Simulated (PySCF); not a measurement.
Q: What does the GFN2-xTB structure of InChI=1S/C8H14ClF/c1-6-2-7(5-10)4-8(9)3-6/h6-8H,2-5H2,1H3/t6-,7-,8+/m0/s1 look like in three dimensions?

A: 
```
atom  x, y, z in Å
C1     2.1594   -0.6764    0.5682
C2     1.3699   -0.1202   -0.6154
C3     1.0811    1.3800   -0.4671
C4     0.0412    1.6450    0.6101
Cl5   -0.2864    3.4086    0.6904
C6    -1.2566    0.9068    0.3211
C7    -0.9835   -0.5962    0.2310
C8    -2.2790   -1.3469   -0.0662
F9    -2.0728   -2.7034    0.0044
C10    0.0603   -0.8787   -0.8510
H11    1.6111   -0.5850    1.5011
H12    2.3797   -1.7292    0.4069
H13    3.1014   -0.1430    0.6745
H14    1.9930   -0.2466   -1.5082
H15    0.7046    1.7677   -1.4163
H16    2.0020    1.9152   -0.2299
H17    0.4232    1.3781    1.5976
H18   -1.6686    1.2619   -0.6263
H19   -1.9862    1.1150    1.1062
H20   -0.6111   -0.9543    1.1955
H21   -2.6434   -1.1373   -1.0773
H22   -3.0575   -1.1107    0.6667
H23    0.2570   -1.9514   -0.8898
H24   -0.3505   -0.5793   -1.8186
```

Any rigid rotation of these coordinates is as good. Atoms count from 1 in this order. Of the pairs four or more bonds apart, H11···H20 is among the closest relative to their van der Waals radii: 2.27 Å, 95 % of the sum of Bondi's values. The 6-membered ring C2–C3–C4–C6–C7–C10 has internal angles of 109.6° to 112.5°; it is puckered, 0.24 Å rms from its mean plane, widest ring torsion 59°.

Bonds between heavy atoms (Å): C1–C2 1.528, C2–C3 1.535, C3–C4 1.521, C4–Cl5 1.796, C4–C6 1.521, C6–C7 1.530, C7–C8 1.527, C8–F9 1.374, C7–C10 1.530, C2–C10 1.532.

Computed geometry: GFN2-xTB, gas phase.

Point group: C1 (no symmetry element, even within 0.4 Å). No GFN2-xTB frequencies stand behind this structure, so it isn't proved a minimum. One conformer, not necessarily the lowest (C6–C7–C8–F9 -173°, C1–C2–C3–C4 -72°, C2–C3–C4–Cl5 -178°, C3–C4–C6–C7 59°, C4–C6–C7–C8 180°).
